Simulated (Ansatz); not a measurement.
System (SMILES): [GeH2] (GeH2) (closed-shell singlet).
Atoms: Ge1, H2, H3. Bonds: Ge1-H2, Ge1-H3.

Basis-set convergence of the lowest harmonic wavenumber at B3LYP with Ansatz (a program for electronic structure). Each level at its own minimum, finite differences of forces, unscaled; the reference is a large set that could be run, not a limit. All functions are spherical. The program fits the integrals of some runs and decomposes those of others, by size. No added dispersion term, no relativity. Reference: the value in def2-QZVPPD, 934 cm⁻¹. Deviations are taken from unrounded values.

```tsv
basis	functions	lowest harmonic wavenumber (cm⁻¹)
cc-pVDZ	37	934
aug-cc-pVDZ	54	933
pcseg-1	37	940
aug-pcseg-1	54	941
def2-SVP	42	940
def2-SVPD	54	940
def2-TZVP	60	936
def2-TZVPD	72	936
cc-pVTZ	71	936
aug-cc-pVTZ	105	934
pcseg-2	71	937
aug-pcseg-2	105	935
def2-TZVPP	76	935
def2-TZVPPD	88	935
def2-QZVPP	149	934
def2-QZVPPD	161	934
```

What the diffuse functions change, pair by pair:
- cc-pVDZ to aug-cc-pVDZ: 17 more functions, deviation 0 to -1 cm⁻¹
- pcseg-1 to aug-pcseg-1: 17 more functions, deviation 7 to 7 cm⁻¹
- def2-SVP to def2-SVPD: 12 more functions, deviation 6 to 6 cm⁻¹
- def2-TZVP to def2-TZVPD: 12 more functions, deviation 2 to 2 cm⁻¹
- cc-pVTZ to aug-cc-pVTZ: 34 more functions, deviation 2 to 1 cm⁻¹
- pcseg-2 to aug-pcseg-2: 34 more functions, deviation 4 to 1 cm⁻¹
- def2-TZVPP to def2-TZVPPD: 12 more functions, deviation 2 to 2 cm⁻¹
- def2-QZVPP to def2-QZVPPD: 12 more functions, deviation 0 to 0 cm⁻¹

Leaving out the reference's own pair, they bring the value nearer the reference by more than 1 cm⁻¹ in 2 of 7 pairs.
